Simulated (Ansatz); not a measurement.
Reaction (adduct formation): `[CH3][Ga]([CH3])[OH]` + H₂O → `[CH3][Ga-]([CH3])([OH])[OH2+]`

Gas-phase electronic energies from Ansatz, PBE0-D4/def2-TZVP geometries. CBS: MP2 limit from def2 TZ/QZ plus the TZ coupled-cluster correction, frozen cores. This one scheme is used for every species. Functionals use def2-TZVPP. B3LYP here is the variant with VWN-RPA as its local correlation; programs differ in this. For Ga outer-core shells are correlated without core-valence functions, which leaves a few kJ/mol of doubt a bond. Scalar relativity is left out up to krypton. One conformer a species, not always the lowest.

`[CH3][Ga]([CH3])[OH]`:

Cartesian coordinates in Å:
```
C 1.528 0.635 0.935
Ga 0.183 -0.214 -0.205
C -1.768 0.037 -0.221
O 0.895 -1.370 -1.386
H 1.519 1.719 0.804
H 2.522 0.260 0.688
H 1.328 0.434 1.990
H -2.014 1.064 -0.505
H -2.185 -0.130 0.776
H -2.262 -0.639 -0.920
H 0.253 -1.797 -1.955
```

H₂O:

Z-matrix (Å, degrees):
```
O
H 1 0.960
H 1 0.960 2 105.1
```

`[CH3][Ga-]([CH3])([OH])[OH2+]`:

```xyz
14

C    -0.072    0.348    2.051
Ga    0.006    0.275    0.094
C    -1.466    0.064   -1.206
O     1.554    1.035   -0.602
O     1.249   -1.504   -0.242
H    -0.659   -0.477    2.458
H     0.936    0.298    2.466
H    -0.529    1.282    2.385
H    -2.085    0.964   -1.236
H    -2.120   -0.768   -0.932
H    -1.091   -0.113   -2.217
H     1.437    1.497   -1.434
H     1.870   -0.838   -0.611
H     0.971   -2.063   -0.973
```

| level | ΔE (kcal/mol) | difference from CCSD(T)/CBS |
| --- | --- | --- |
| B97M-V | -14.0 | -0.8 |
| r2SCANh-D4 | -15.3 | -2.1 |
| BHLYP-D4 | -14.2 | -1.0 |
| ωB97X-V | -14.2 | -1.0 |
| ωB97M-V | -14.7 | -1.5 |
| revPBE | -8.2 | 5.0 |
| B3LYP | -10.5 | 2.7 |
| CCSD(T)/def2-TZVPP | -14.7 | -1.5 |
| SCS-MP2/def2-QZVPP | -12.3 | 0.9 |
| MP2/CBS(def2) | -13.2 | 0.0 |
| CCSD(T)/CBS | -13.2 | 0 |

Largest T1 diagnostic among the species: 0.013.

From BLYP to BHLYP (50 % exact exchange), in def2-TZVPP and without D4, ΔE moves by −3.2 kcal/mol. In def2-TZVPP, CCSD(T) changes the Hartree–Fock value by −5.9 kcal/mol (the triples alone add −0.9 kcal/mol) and MP2 by −6.0 kcal/mol.

CCSD(T)/CBS has its own doubt, a few kJ/mol and more with outer-core shells, so smaller differences from it don't rank the levels.
